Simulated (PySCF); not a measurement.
C4H9O2P.
Numbering: `[CH3:1][C:2](=[O:3])[P:4]([CH3:5])[CH2:6][OH:7]` (hydrogens: H8, H9, H10 on C1; H11, H12, H13 on C5; H14, H15 on C6; H16 on O7)

Cartesian coordinates in Å at the PBE0-D3(BJ)/def2-SVP level; atoms count from 1:
```xyz
16
C4H9O2P angstrom
C      2.3178    0.3921    0.2299
C      1.0855   -0.4514    0.0548
O      1.0103   -1.5714    0.5180
P     -0.2788    0.2636   -1.0214
C     -0.9467    1.5027    0.1849
C     -1.5100   -1.1249   -0.7704
O     -1.7482   -1.4801    0.5520
H      2.9305   -0.0046    1.0506
H      2.8987    0.3541   -0.7062
H      2.0684    1.4483    0.4087
H     -0.1776    2.2372    0.4628
H     -1.7712    2.0487   -0.2968
H     -1.3268    0.9909    1.0814
H     -2.4589   -0.7892   -1.2208
H     -1.1470   -1.9697   -1.3885
H     -0.9058   -1.8374    0.8739
```

The closed-shell ground state was solved at several levels (PySCF, density fitting, gas phase, non-relativistic).

```json
{"level": "PBE0/pcSseg-1", "basis functions": "171", "HOMO (eV)": "-6.78", "LUMO (eV)": "-1.24", "gap (eV)": "5.54", "dipole (D)": "2.59"}
{"level": "PBE0/def2-SVPD", "basis functions": "222", "HOMO (eV)": "-6.80", "LUMO (eV)": "-1.34", "gap (eV)": "5.46", "dipole (D)": "2.67"}
```

**Question.** What might B3LYP/pcSseg-1 (171 basis functions) give for the same quantities?

**Answer.** HOMO -6.56 eV, LUMO -1.46 eV, gap 5.10 eV, dipole 2.61 D.

**Question.** Over all these levels, which gives the widest orbital gap and which the narrowest?

**Answer.** PBE0/pcSseg-1 (global hybrid, 25 % exact exchange) has the widest, 5.54 eV, and B3LYP/pcSseg-1 (global hybrid, 20 % exact exchange) the narrowest, 5.10 eV. The two share the basis. From the narrowest to the widest the HOMO moves by -0.22 eV and the LUMO by +0.22 eV.

**Question.** How far do the dipole and the HOMO energy spread over the levels?

**Answer.** The dipole runs from 2.59 to 2.67 D (mean 2.62 D) and the HOMO from -6.80 to -6.56 eV.

One conformer stands for the species.
